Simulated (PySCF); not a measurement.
Species: C₄H₈NSSi (doublet state).
Z-matrix (Å and degrees, GFN2-xTB geometry), rows numbered from 1:
```
C 
S   1  1.8159
Si  2  2.1794  1   98.80
N   3  1.7278  2  104.54  1   -57.58
C   3  1.8969  2  104.13  1   179.48
C   5  1.5126  3  119.16  2    15.43
C   6  1.2942  5   64.35  3  -107.98
H   1  1.0848  2  109.58  3    47.67
H   1  1.0856  2  109.36  3   -73.47
H   1  1.0854  2  106.98  3   167.42
H   4  1.0062  3  119.88  2   174.42
H   4  1.0122  3  119.42  2   -43.55
H   5  1.0910  3  115.51  2   164.54
H   6  1.0610  5  143.92  7   177.17
H   7  1.0609  5  143.80  6   179.89
```

The hyperfine couplings belong to this conformer and change with its torsions.

Identity: `CS[Si](N)C1C=C1` [radical].

Method used: PySCF 2.14.0, UKS B3LYP, pcH-1 on C H N S Si, non-relativistic, mean-field spin-orbit, GIAO. Geometry: GFN2-xTB, one conformer, isolated molecule. The geometry wasn't refined by DFT: couplings that depend on bond lengths, twists or pyramidal angles can differ widely from those at the functional's own minimum, by a factor of two or more for some ions and for spin on atoms past the first row. No stability test was run, so a lower SCF solution isn't excluded.

Q: The isotropic 13C couplings, averaged over equivalent nuclei, are +99.5, +9.8, +4.2 MHz. Assign them to C1; C5; C6/C7.

A: 
| site | a_iso (MHz) | ρ(0) (bohr⁻³) | position | distance from Si3 (Å) | spin population | largest \|T\| (MHz) |
| --- | --- | --- | --- | --- | --- | --- |
| C1 | +4.2 | +0.0038 | 2 bonds from Si3 | 3.04 | 0.00 | 0.8 |
| C5 | +99.5 | +0.0885 | 1 bond from Si3 | 1.90 | +0.05 | 16.7 |
| C6/C7 | +9.8 | +0.0087 | 2 bonds from Si3 | 2.96 | +0.02 | 6.8 |

ρ(0) is the spin density at the nucleus and T the dipolar tensor; a_iso includes a spin–orbit part; entries for several nuclei are means. The Mulliken spin populations are largest on Si3 (+0.77) and S2 (+0.08). Si3 is the only atom above +0.15. The angles at Si3 add up to 325.4°, so it is pyramidal.

Means are taken over nuclei equivalent by connectivity, which assumes that they swap fast. The 1H value of +24.3 MHz is a mean of couplings from -3.6 to 52.2 MHz in this one geometry, not an average over conformers. The 13C value of +9.8 MHz is a mean of couplings from -0.2 to 19.8 MHz in this one geometry, not an average over conformers.

Hardware: Arm Neoverse N1, one thread, shared host with 64 logical CPUs at a one-minute load of 34. Cost: 2.3 min wall (with the writing of density and orbital grids), 1.0 GiB resident at most.
